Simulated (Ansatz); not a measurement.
What each rung costs, and what it gives

The pair of C2H2 (SMILES C#C, atoms 1–4) and AsH3 (SMILES [AsH3], atoms 5–8), both closed shells, in one local arrangement (a lower one may exist), relaxed at PBE0-D4/def2-TZVP:

```tsv
atom	x (Å)	y (Å)	z (Å)
C1	-0.2286	0.2682	-2.0317
C2	0.7260	-0.4080	-1.7763
H3	-1.0777	0.8694	-2.2586
H4	1.5743	-1.0094	-1.5464
As5	0.2562	-0.2733	1.7443
H6	-0.1876	-0.0401	3.1835
H7	0.0950	1.1957	1.3905
H8	-1.1576	-0.6024	1.2947
```

Interaction energies are counterpoise-corrected; the time is that of the whole pair.

Ansatz 0.2.0; basis: as named in each row; cores frozen in the correlated methods. Filled d shells of the heavier atoms are correlated. The def2 sets are not built for correlating such inner shells, so the correlated values are less sure here. B3LYP uses VWN-RPA correlation. Extrapolation: Hartree–Fock as exp(−7.88 √X), correlation as X^−2.97.

Times are rough, for one single point on 4 threads of a shared host (Arm Neoverse V1).

The estimate by CCSD(T) at an estimated basis limit (MP2 extrapolated from triple and quadruple zeta, plus CCSD(T) − MP2 in triple zeta) is -0.056 eV.

```csv
method,basis,time (s),interaction energy (eV),method less estimate
HF,STO-3G,under 1,0.033,0.089
PBE-D4,STO-3G,under 1,-0.034,0.022
SPW92,def2-SVP,under 1,-0.091,-0.035
PBE-D4,def2-SVP,under 1,-0.072,-0.015
B3LYP-D4,6-31G,under 1,-0.065,-0.009
PBE0-D4,def2-SVP,under 1,-0.070,-0.014
revPBE-D4,def2-TZVPPD,2,-0.067,-0.011
PBE-D4,def2-TZVPPD,2,-0.072,-0.016
BLYP-D4,def2-TZVPPD,2,-0.061,-0.005
CCSD(T),def2-SVP,2,-0.010,0.046
HSE06-D4,def2-TZVPPD,3,-0.068,-0.012
wB97M-V,def2-SVP,3,-0.059,-0.003
PBE0-D4,def2-TZVPPD,3,-0.068,-0.012
B3LYP-D4,def2-TZVPPD,3,-0.065,-0.008
r2SCAN-D4,def2-TZVPPD,4,-0.057,-0.001
B2PLYP,def2-TZVPPD,6,-0.017,0.040
B97M-V,def2-TZVPPD,6,-0.062,-0.006
wB97X-V,def2-TZVPPD,7,-0.059,-0.003
wB97M-V,def2-TZVPPD,8,-0.059,-0.003
MP2,def2-QZVPPD,15,-0.064,-0.008
CCSD(T),def2-TZVPPD,74,-0.044,0.013
```

The T1 diagnostic stays at or below 0.014.
